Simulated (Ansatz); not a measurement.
Cost and result up the ladder for GeHMe2F (C₂H₇FGe) (11 atoms). Total charge 0; singlet. Geometry: PBE0-D4/def2-SVP.

```xyz
11

Ge   -0.537    0.272    0.385
H    -2.067    0.408    0.258
C     0.416    1.274   -0.974
H     0.179    0.883   -1.975
H     1.500    1.191   -0.813
H     0.135    2.336   -0.938
C     0.040   -1.574    0.516
H    -0.460   -2.076    1.356
H     1.127   -1.618    0.677
H    -0.200   -2.117   -0.411
F    -0.133    1.021    1.919
```

Ansatz on 4 threads of Intel Xeon Platinum 8259CL on a shared host. Times are rough, and most runs start from the orbitals of an earlier one. ωB97X-V/def2-TZVP serves as the yardstick here, not as an exact answer. Differences are given only for rows in sets of like size (and for xTB, whose basis is part of the method), since another set adds its own error. Binding counts from free atoms at the same level (Ge triplet, H doublet, C triplet, F doublet; other spins of the atoms weren't run), without zero-point energy or a counterpoise term.

B3LYP takes the VWN-RPA correlation. HSE06 is defined as in plane-wave codes, on full-range PBE exchange. Correlated methods freeze 12 core orbitals; core or outer-core shells of Ge are correlated, in sets that lack core-valence functions.

Correlated methods converge slowly with the basis.

| level | functions | wall time | binding energy per atom (eV) | difference from ωB97X-V/def2-TZVP (eV) |
| --- | --- | --- | --- | --- |
| PBE-D4/def2-SVP | 109 | 0.8 s | 3.76 | – |
| PBE-D4/def2-TZVP | 183 | 1.3 s | 3.74 | 0.02 |
| PBE0-D4/def2-SVP | 109 | 1.3 s | 3.72 | – |
| BLYP-D4/def2-TZVP | 183 | 1.4 s | 3.68 | -0.05 |
| B3LYP-D4/def2-TZVP | 183 | 1.9 s | 3.70 | -0.02 |
| HSE06-D4/def2-TZVP | 183 | 2.2 s | 3.70 | -0.02 |
| r2SCAN-D4/def2-TZVP | 183 | 2.4 s | 3.72 | -0.01 |
| r2SCANh-D4/def2-TZVP | 183 | 2.8 s | 3.70 | -0.02 |
| PBE0-D4/def2-TZVP (with forces) | 183 | 2.9 s | 3.70 | -0.02 |
| B97M-V/def2-TZVP | 183 | 4.6 s | 3.73 | 0.00 |
| ωB97X-V/def2-TZVP | 183 | 4.9 s | 3.73 | 0.00 |
| CCSD(T)/def2-TZVP | 183 | 35 s | 3.61 | -0.12 |
